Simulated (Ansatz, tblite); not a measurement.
Forces on Si₂₅PH₃₆, a doped nanocrystal cut from the lattice of silicon (P on a surface site) at its PBE-D4/def2-SVP geometry. Total charge 0; doublet.

The xTB rows come from tblite. Single mean-field runs in def2-SVP are fitted with def2-universal-jkfit. Another isomer (doublet) lies 0.11 eV lower at PBE0-D4/def2-SVP; other spin states weren't run for this one.

GFN1-xTB (tblite), largest force 0.81 eV/Å:

```xyz
62
positions Å, forces eV/Å
P     2.394    0.267    2.971    0.714    0.039    0.378
Si   -3.601    2.651    2.294   -0.245    0.228    0.157
Si   -0.076    3.025    3.441    0.360    0.238    0.386
Si   -4.447    1.660   -1.348   -0.292    0.075   -0.164
Si   -1.535    0.950   -3.827   -0.178    0.153   -0.584
Si    2.107    1.655   -2.977    0.355    0.294   -0.196
Si   -0.624    1.850   -0.194    0.062    0.419   -0.073
Si   -0.947   -0.813    2.565   -0.141   -0.126    0.355
Si   -1.735   -1.683   -0.988   -0.337   -0.284   -0.011
Si    1.931   -1.008   -0.288    0.349    0.035   -0.062
Si    2.329   -3.623    2.526    0.143   -0.092    0.277
Si    0.864   -1.978   -3.814    0.136   -0.288   -0.588
Si    1.259   -4.811   -1.063    0.056   -0.305   -0.168
Si   -2.836    2.635    0.066   -0.346    0.203    0.031
Si    0.652    3.250    1.205    0.332    0.346    0.122
Si   -2.192    4.050    3.558   -0.147    0.133    0.262
Si   -0.469    0.833    4.160    0.465   -0.255    0.159
Si   -0.110    2.239   -2.459    0.155    0.494   -0.347
Si   -3.747    1.720   -3.596   -0.298    0.032   -0.230
Si   -1.333   -1.331   -3.277   -0.355   -0.293   -0.347
Si    3.520    0.152    0.991    0.186    0.248    0.244
Si    2.353   -0.648   -2.570    0.495    0.066   -0.381
Si   -0.264   -0.410    0.335   -0.239   -0.357    0.193
Si    2.471   -3.243    0.205    0.186   -0.464    0.141
Si    3.025   -1.765    3.817   -0.015   -0.054    0.211
Si    1.334   -4.244   -3.353   -0.025   -0.303   -0.181
H    -5.033    3.128    2.308    0.483   -0.422    0.088
H    -3.567    1.251    2.852   -0.246    0.559   -0.211
H     0.906    3.684    4.381   -0.315   -0.255   -0.287
H    -5.717    2.465   -1.207    0.371   -0.489    0.031
H    -4.748    0.250   -0.919   -0.166    0.716   -0.122
H    -1.101    1.115   -5.266   -0.126   -0.060    0.429
H     2.395    1.975   -4.424    0.065    0.029    0.644
H     3.085    2.418   -2.117   -0.276   -0.187   -0.563
H    -2.440   -1.018    2.464    0.619   -0.139    0.137
H    -0.359   -2.119    3.040   -0.435    0.504   -0.146
H    -3.150   -1.298   -0.644    0.570   -0.450   -0.057
H    -1.574   -3.148   -0.667   -0.357    0.642   -0.058
H     3.312    1.041    3.769   -0.397   -0.274   -0.309
H     0.926   -4.014    2.902    0.692   -0.160   -0.110
H     3.242   -4.767    2.901   -0.526    0.303   -0.073
H     1.083   -1.741   -5.291   -0.082   -0.068    0.438
H    -0.161   -4.885   -0.571    0.680   -0.268   -0.117
H     1.883   -6.174   -0.885   -0.436    0.435    0.023
H    -2.741    4.084   -0.362   -0.072   -0.433    0.136
H     0.401    4.673    0.768    0.320   -0.533    0.097
H     2.127    2.982    1.061   -0.599    0.402   -0.023
H    -2.193    5.428    2.944   -0.133   -0.458    0.435
H    -2.663    4.155    4.987    0.169    0.224   -0.576
H     0.475    0.360    5.243   -0.336    0.150   -0.290
H    -0.347    3.704   -2.750    0.071   -0.455    0.092
H    -3.796    3.157   -4.054   -0.159   -0.603    0.039
H    -4.679    0.916   -4.471    0.312    0.516    0.196
H    -2.307   -2.136   -4.107    0.308    0.255    0.243
H     3.801    1.547    0.508    0.204   -0.726    0.299
H     4.820   -0.615    1.056   -0.445    0.557   -0.072
H     3.774   -1.094   -2.833   -0.441    0.138    0.082
H     3.927   -3.378   -0.181   -0.446    0.003    0.119
H     2.430   -1.849    5.202    0.457    0.134   -0.486
H     4.528   -1.817    3.944   -0.644    0.052    0.177
H     0.398   -5.135   -4.133    0.547    0.253    0.152
H     2.740   -4.523   -3.828   -0.608   -0.072    0.055
```

GFN2-xTB (tblite), largest force 1.40 eV/Å:

```
P 1.379 -0.157 0.179
Si -0.114 0.359 0.094
Si 0.073 0.133 0.215
Si -0.099 0.238 -0.232
Si -0.304 0.151 -0.389
Si 0.260 0.224 -0.172
Si 0.099 0.613 0.036
Si 0.024 0.170 0.419
Si -0.249 -0.265 -0.168
Si 0.447 0.118 0.227
Si 0.255 0.061 0.100
Si 0.130 -0.351 -0.308
Si 0.169 -0.193 -0.245
Si -0.553 -0.067 0.176
Si 0.198 0.287 0.141
Si -0.173 0.006 0.162
Si -0.073 -0.180 0.135
Si 0.283 0.230 -0.396
Si -0.245 0.021 -0.112
Si -0.226 -0.196 -0.138
Si 0.027 0.108 -0.055
Si 0.365 0.251 -0.345
Si -0.437 -0.458 0.279
Si -0.035 -0.545 0.271
Si -0.088 -0.227 0.263
Si -0.014 -0.253 -0.100
H 0.493 -0.342 0.058
H -0.127 0.534 -0.249
H -0.275 -0.179 -0.251
H 0.382 -0.473 0.019
H 0.001 0.624 -0.124
H -0.116 -0.065 0.449
H 0.036 -0.027 0.642
H -0.310 -0.222 -0.470
H 0.546 -0.003 0.043
H -0.282 0.388 -0.244
H 0.623 -0.306 -0.096
H -0.241 0.624 -0.098
H -0.530 -0.577 -0.636
H 0.622 0.011 -0.156
H -0.494 0.419 -0.033
H -0.065 -0.036 0.472
H 0.622 -0.116 -0.155
H -0.414 0.472 0.025
H -0.028 -0.413 0.118
H 0.250 -0.558 0.093
H -0.596 0.216 -0.034
H -0.057 -0.534 0.392
H 0.178 0.180 -0.581
H -0.206 0.067 -0.284
H 0.055 -0.476 0.119
H -0.134 -0.589 0.075
H 0.315 0.456 0.222
H 0.314 0.269 0.237
H 0.000 -0.597 0.346
H -0.466 0.437 0.130
H -0.479 0.132 0.068
H -0.393 -0.013 0.085
H 0.341 0.230 -0.521
H -0.558 0.167 0.021
H 0.489 0.272 0.194
H -0.594 -0.045 0.091
```

PBE-D4/def2-SVP (Ansatz), largest force 0.03 eV/Å:

```
P 0.009 -0.001 -0.003
Si -0.008 0.000 0.002
Si 0.005 -0.003 0.002
Si 0.001 -0.002 -0.003
Si -0.001 -0.002 0.000
Si 0.002 0.001 -0.003
Si -0.001 -0.001 0.002
Si 0.000 0.001 0.003
Si 0.000 -0.001 -0.002
Si 0.001 -0.001 0.009
Si -0.005 0.003 0.003
Si -0.001 0.000 0.002
Si 0.004 0.001 -0.001
Si 0.002 -0.003 0.003
Si -0.007 -0.005 0.009
Si -0.008 -0.002 -0.004
Si -0.004 0.003 -0.007
Si 0.001 -0.001 0.000
Si -0.003 0.001 -0.003
Si -0.001 -0.003 0.004
Si 0.006 0.003 -0.001
Si 0.000 0.002 -0.004
Si -0.004 -0.003 -0.002
Si -0.006 -0.003 0.001
Si 0.013 -0.002 0.028
Si -0.003 -0.001 -0.001
H 0.006 -0.003 0.000
H 0.000 0.004 -0.002
H -0.001 0.001 0.001
H 0.001 0.000 0.001
H 0.000 0.000 -0.001
H 0.001 0.002 0.000
H 0.000 0.000 0.000
H -0.001 0.001 0.001
H 0.001 -0.002 0.003
H 0.003 0.002 -0.002
H -0.001 0.000 0.001
H 0.001 0.002 0.002
H -0.001 -0.012 -0.007
H 0.007 0.001 -0.003
H -0.004 0.008 0.000
H 0.001 0.002 0.001
H 0.001 0.000 0.002
H 0.001 0.000 -0.001
H 0.000 0.001 0.000
H 0.000 0.013 -0.005
H 0.012 -0.004 -0.002
H 0.001 -0.001 -0.001
H -0.001 -0.001 0.000
H 0.000 0.002 0.003
H 0.000 0.002 -0.001
H 0.000 -0.004 0.003
H 0.003 0.003 0.002
H -0.001 0.000 0.001
H 0.005 -0.004 -0.001
H -0.007 0.003 0.001
H 0.000 0.001 -0.001
H -0.001 0.002 -0.002
H 0.009 -0.002 -0.025
H -0.026 0.001 0.000
H -0.001 0.000 0.001
H -0.001 0.001 -0.001
```
